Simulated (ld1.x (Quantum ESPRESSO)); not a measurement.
**Before and after: TM potential for Fe**

```
Element                 : Fe (Z = 26)
Generator               : ld1.x (Quantum ESPRESSO) 7.5
Type                    : norm-conserving Troullier–Martins (Kleinman–Bylander form)
Functional              : LDA (PZ)
Relativity              : scalar-relativistic
Frozen core             : [Ar]
Valence charge          : 8
Reference configuration : 3d6 4s1 4p0 (charge +1)
Partial waves           : 4s (bound): rc 2.35 bohr; 4p (bound, empty): rc 2.70 bohr; 3d (bound): rc 1.80 bohr
Local potential         : the d channel
Core correction         : a·sin(br)/r model core inside 0.85 bohr
```

All-electron outer shells of the reference configuration (LDA (PZ), scalar-relativistic, ld1.x):

```json
{"shell": "3p", "level (eV)": "-68.54", "outermost node (bohr)": "0.30", "outermost maximum (bohr)": "0.72"}
{"shell": "3d", "level (eV)": "-16.27", "outermost node (bohr)": "–", "outermost maximum (bohr)": "0.71"}
{"shell": "4s", "level (eV)": "-12.63", "outermost node (bohr)": "1.00", "outermost maximum (bohr)": "2.26"}
{"shell": "4p", "level (eV)": "-7.55", "outermost node (bohr)": "1.09", "outermost maximum (bohr)": "2.80"}
```

Change: core correction a·sin(br)/r model core inside 1.42 bohr.

Cutoffs: the cutoffs (Ry, on a coarse ladder) from which the occupation-weighted sum of valence levels, in a spherical-Bessel basis at the reference potential, stays within 10 and 1 mRy of its value at 400 Ry; they do not see the model core or the augmentation charge, which bear on the density cutoff. Errors are all-electron minus pseudo energies relative to the spin-unpolarised reference configuration.

Problem. How do hardness, ghosts and transferability respond?

Solution. The potential gets neither clearly harder nor softer (80 Ry and 140 Ry → 80 Ry and 140 Ry); both files keep a bound ghost (p, s); of the 9 tests that both files solve, the error grows in 2 and shrinks in 1 by more than 15 % and 0.3 meV (median size 24.9 → 23.3 meV). A wider model core is smoother and lowers the density cutoff, which this test does not measure.

| quantity | base | changed |
| --- | --- | --- |
| cutoff, loose | 80 Ry | 80 Ry |
| cutoff, tight | 140 Ry | 140 Ry |
| bound ghosts | s, p | s, p |
| error for 3d6 4s2 4p0, meV [ΔE -8.98 eV] | -1.7 | -1.2 |
| error for 3d6 4s0 4p0, meV [ΔE 16.49 eV] | -12 | -11 |
| error for 3d5 4s0 4p0, meV [ΔE 51.02 eV] | -274 | -249 |
| error for 3d5 4s2 4p1, meV [ΔE -0.12 eV] | -276 | -241 |
| error for 3d6 4s1.5 4p0, meV [ΔE -5.39 eV] | -0.4 | -0.3 |
| error for 3d6 4s0 4p2, meV [ΔE -0.37 eV] | -3.0 | -3.0 |
| error for 3d6.5 4s1.5 4p0, meV [ΔE -9.73 eV] | -25 | -23 |
| error for 3d6 4s1 4p0 (spin-polarised), meV [ΔE -4.17 eV] | +219 | +1705 |
| error for 3d6 4s2 4p0 (spin-polarised), meV [ΔE -12.37 eV] | +218 | +1707 |
| s: phases at 2.96 bohr within 0.05 rad from the reference energy up to (Ry; the scan ends near 5) | 1.3 | 1.3 |
| p: phases at 2.96 bohr within 0.05 rad from the reference energy up to (Ry; the scan ends near 5) | 2.7 | 2.7 |
| d: phases at 2.96 bohr within 0.05 rad from the reference energy up to (Ry; the scan ends near 5) | 0.0 | 0.0 |

 A true bound ghost makes a file unfit for plane-wave use even where its test errors are small: the radial tests pick states by their node count and pass the ghost by.
